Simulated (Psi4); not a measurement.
silicon monoxide (OSi), singlet, at a GFN2-xTB geometry, atoms displaced at random by about 0.05 Å a coordinate. Base run: B3LYP/6-311G** run with Psi4.

Psi4 was given this input:
```
memory 2 GB

molecule mol {
0 1
  Si    0.011015   -0.115158   -0.616506
  O    -0.008585    0.010209    0.886312
}

set basis 6-311g**
set reference rks

optimize('b3lyp')
print_variables()
```

The base run was repeated with changes; each row names its change, and settings that it needs were set with it.

| change | ΔE vs base (kcal/mol) | optimiser steps |
|---|---|---|
| base | 0.000 | 3 |
| opt_coordinates = cartesian | 0.000 | 5 |
| g_convergence = gau_tight | 0.000 | 4 |
| hess_update = none | 0.000 | 4 |
| g_convergence = nwchem_loose | 0.003 | 2 |
| opt_coordinates = both | 0.000 | 3 |
| step_type = nr | 0.000 | 3 |
